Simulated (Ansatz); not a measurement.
Geometry optimisation, Ansatz 0.2.0, RKS PBE/def2-SVP.

The input (input.yaml):

```yaml
crystal:
  periodic: [false, false, false]
  atoms:
    - { symbol: Sn, position_ang: [0.0, 0.0, 0.0] }
    - { symbol: C, position_ang: [1.4021, 0.0, 1.8859] }
    - { symbol: H, position_ang: [0.4025, -0.3092, 2.2564] }
    - { symbol: H, position_ang: [2.1697, -0.7111, 2.2564] }
    - { symbol: H, position_ang: [1.6341, 1.0203, 2.2564] }
    - { symbol: H, position_ang: [1.889, 0.0, 0.442] }
    - { symbol: H, position_ang: [-0.8195, 1.4198, -0.5794] }
    - { symbol: Cl, position_ang: [-1.1351, -1.9666, -0.8025] }
basis:
  gaussian: { orbitals: def2-SVP }
hamiltonian:
  xc: pbe
relax:
  f_tol: 0.15
  max_steps: 25
  restrain:
    - { distance: [1, 5], at: 1.11, k: 30.0 }
    - { distance: [0, 1], at: 3.35, k: 30.0 }
    - { distance: [0, 5], at: 2.94, k: 30.0 }
output:
  orbitals: {}
```

Run as:

```bash
$ ansatz run input.yaml --threads 1 --pin off --max-ram 2048MiB --backend cpu --events-out ev --progress --plain --runs-dir out
```

**Question.** Where does it end, and by what steps?

**Answer.** It converged. The restraints hold the end off the free minimum; the threshold counts their pulls, which the force column leaves out. Restrained pairs: C2–H6 (1.52 → 1.11 Å), Sn1–C2 (2.35 → 3.35 Å), Sn1–H6 (1.94 → 2.94 Å). After 12 steps the energy has fallen by 4.656 eV (the restraints' own energy left out); Sn1 moved furthest, 1.06 Å.

```json
{"step": "0", "energy less start (eV)": "0.0000", "largest force component (eV/Å)": "3.739", "accepted": "yes"}
{"step": "1", "energy less start (eV)": "-0.5328", "largest force component (eV/Å)": "4.345", "accepted": "yes"}
{"step": "2", "energy less start (eV)": "-1.0243", "largest force component (eV/Å)": "3.856", "accepted": "yes"}
{"step": "3", "energy less start (eV)": "-1.7595", "largest force component (eV/Å)": "4.474", "accepted": "yes"}
{"step": "4", "energy less start (eV)": "-3.3438", "largest force component (eV/Å)": "3.081", "accepted": "yes"}
{"step": "5", "energy less start (eV)": "-4.1108", "largest force component (eV/Å)": "1.230", "accepted": "yes"}
{"step": "6", "energy less start (eV)": "-4.4444", "largest force component (eV/Å)": "0.639", "accepted": "yes"}
{"step": "7", "energy less start (eV)": "-4.5360", "largest force component (eV/Å)": "0.632", "accepted": "yes"}
{"step": "8", "energy less start (eV)": "-4.5759", "largest force component (eV/Å)": "0.442", "accepted": "yes"}
{"step": "9", "energy less start (eV)": "-4.6147", "largest force component (eV/Å)": "0.167", "accepted": "yes"}
{"step": "10", "energy less start (eV)": "-4.6376", "largest force component (eV/Å)": "0.174", "accepted": "yes"}
{"step": "11", "energy less start (eV)": "-4.6458", "largest force component (eV/Å)": "0.238", "accepted": "yes"}
{"step": "12", "energy less start (eV)": "-4.6555", "largest force component (eV/Å)": "0.076", "accepted": "yes"}
```

```xyz
8
Properties=species:S:1:pos:R:3
Sn -0.005 0.077 -1.062
C 1.585 0.008 1.887
H 0.543 -0.354 1.782
H 2.096 -0.624 2.638
H 1.576 1.061 2.222
H 2.147 -0.073 0.934
H -0.989 1.204 -0.052
Cl -1.410 -1.846 -0.633
```

Run time: 40 s on 1 thread of Arm Neoverse V2, with other jobs on the host, peak memory 0.15 GiB.
